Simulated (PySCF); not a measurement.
Working with the constants of BiS

TPSS constants of BiS, ²Π (doublet), unpaired electrons π ↑ (PySCF, scalar-relativistic core potentials, basis sets Bi def2-TZVPP with ECP60, S def2-TZVPP; masses 208.9804 and 31.9721 u):

* ωe: 432.6 cm⁻¹
* ωexe: 1.27 cm⁻¹
* Be: 0.11318 cm⁻¹
* αe: 0.000405 cm⁻¹
* D (centrifugal): 3.1e-08 cm⁻¹
* De to Bi + S: 3.51 eV

Question: Give the vibrational terms G(v) and spacings up to v = 6.

Answer: G(v) = ωe(v+½) − ωexe(v+½)².

```csv
v,G(v) (cm⁻¹),G(v) − G(v−1),Bv (cm⁻¹)
0,216.0,,0.1130
1,646.0,430.1,0.1126
2,1073.6,427.5,0.1122
3,1498.5,425.0,0.1118
4,1921.0,422.4,0.1114
5,2340.9,419.9,0.1110
6,2758.2,417.4,0.1105
```

Question: How well does the Morse estimate ωe²/(4ωexe) reproduce De, and what is D0?

Answer: It gives 4.57 eV, 130 % of the computed De. D0 = De − G(0) = 3.51 − 0.03 = 3.48 eV.

These are scalar-relativistic numbers at best; spin–orbit coupling would shift them, the dissociation energy most. The state was picked by a PBE0 search and need not be the measured ground state.
